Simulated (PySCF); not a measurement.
A run that did not reach its result, on `CC(C)(C)[NH][GeH3]` (driver script around PySCF, density fitting, GFN2-xTB geometry as the base; each input is a line of settings and coordinates in Å).

Command:
```bash
OMP_NUM_THREADS=1 python probes_run.py task.json out
```
Input:
```
{"job": {"kind": "uv", "xc": "BLYP", "basis": "IGLO-III", "nstates": 12, "ntriplets": 5, "tda": true, "scf": {"aux": "sto-3g", "max_cycle": 88}}, "charge": 2, "multiplicity": 1}
C     -0.117979    -0.516789     1.413042
C     -0.477241    -0.142677    -0.020716
C     -1.465653    -1.167483    -0.588589
C     -1.111348     1.253402    -0.046476
N      0.732406    -0.184640    -0.830865
Ge     2.366521     0.410432    -0.350899
H      0.380929    -1.482948     1.426110
H      0.556105     0.229699     1.832727
H     -1.010766    -0.568862     2.030917
H     -2.369284    -1.200602     0.014661
H     -1.009544    -2.154327    -0.595455
H     -1.740349    -0.907319    -1.608983
H     -2.011608     1.278632     0.562684
H     -1.373257     1.532955    -1.065667
H     -0.404109     1.984786     0.342608
H      0.502236     0.001766    -1.798200
H      2.441953     1.831841     0.156240
H      2.914420    -0.485882     0.712981
H      3.186765     0.297269    -1.593582
```

Output:
```
KeyError: 'Element ge (Z=32) not found in basis IGLO-III version 0'
```

**Question.** Diagnose the run.

**Answer.** The basis IGLO-III in the Basis Set Exchange has no functions for germanium, so the input was refused before any integral. The charge was set to +2 in place of 0. Choose a basis that covers all elements. The run gave no result.

Conformer computed: `[CH3:1][C:2]([CH3:3])([CH3:4])[NH:5][GeH3:6]`: C1–C2–N5–Ge6 -41°.
